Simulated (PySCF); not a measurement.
A structure optimised at PBE-D3(BJ)/def2-SVP, used in a PySCF frequency run:

```xyz
8

Ga     0.3106    -0.3990     0.0000
H      1.8594    -0.6680     0.0000
F     -0.6955    -1.8654     0.0000
C     -0.6629     1.2902     0.0000
C     -0.0073     2.4704     0.0000
H     -1.7678     1.2913     0.0000
H     -0.5362     3.4412     0.0000
H      1.0962     2.5309     0.0000
```

Problem. Write its SMILES, formula and point group.

Solution. C=[CH][GaH][F], C₂H₄FGa, Cs

Problem. What are its rotational constants (standard atomic weights)?

Solution. 17.270, 2.6604, 2.3053 GHz
